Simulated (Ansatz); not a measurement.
`CC[AsH]N` → `N[AsH2]` + `C=C`  (β-hydride elimination)

Calculated with Ansatz (gas phase, PBE0-D4/def2-TZVP geometries, no zero-point term in ΔE). CCSD(T)/CBS adds triple-zeta CCSD(T) − MP2 to the extrapolated MP2 energy (def2 sets, frozen cores). This one scheme is used for every species. For As outer-core shells are correlated without core-valence functions, which leaves a few kJ/mol of doubt a bond. Scalar relativity is left out up to krypton. One conformer a species, not always the lowest.

```tsv
species	MP2/def2-QZVPP energy (Eh)
`CC[AsH]N`	-2370.31341
`N[AsH2]`	-2291.83400
`C=C`	-78.42544
```

Question: Work out ΔE.

Answer: ΔE = (-2291.83400) + (-78.42544) − (-2370.31341) = 0.05397 Eh = +1.47 eV. CCSD(T)/CBS gives +1.32 eV.

Largest T1 diagnostic among the species: 0.011.

From PBE to PBE0 (25 % exact exchange), in def2-TZVPP and without D4, ΔE moves by +0.10 eV. In def2-TZVPP, CCSD(T) changes the Hartree–Fock value by +0.33 eV (the triples alone add +0.02 eV) and MP2 by +0.49 eV.
